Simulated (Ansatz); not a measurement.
Basis-set extrapolation for `BSCS` (PBE0-D4/def2-TZVP geometry, frozen core, Ansatz). Multiplicity 1, RHF reference.

```
                      def2-TZVPP   def2-QZVPP
                 HF  -860.577452  -860.603095
    MP2 correlation    -0.632593    -0.681630
CCSD(T) correlation    -0.718213      not run
```

Energies in hartree. Use E(X) = E(∞) + A·exp(−7.88·√X) for Hartree–Fock and E(X) = E(∞) + B·X^(−2.97) for correlation, with X = 3 and 4, and add CCSD(T) minus MP2 of the smaller set to the MP2 limit.

What is the CCSD(T) energy at the basis-set limit?

HF limit: -860.603095 + (-0.025643) × 0.13774 = -860.60663. MP2 limit: -0.681630 + (-0.049037) × 0.74074 = -0.71795. Higher-order term: -0.718213 − (-0.632593) = -0.08562. Total: -861.41020 hartree, 300.7 kJ/mol below CCSD(T)/def2-TZVPP.
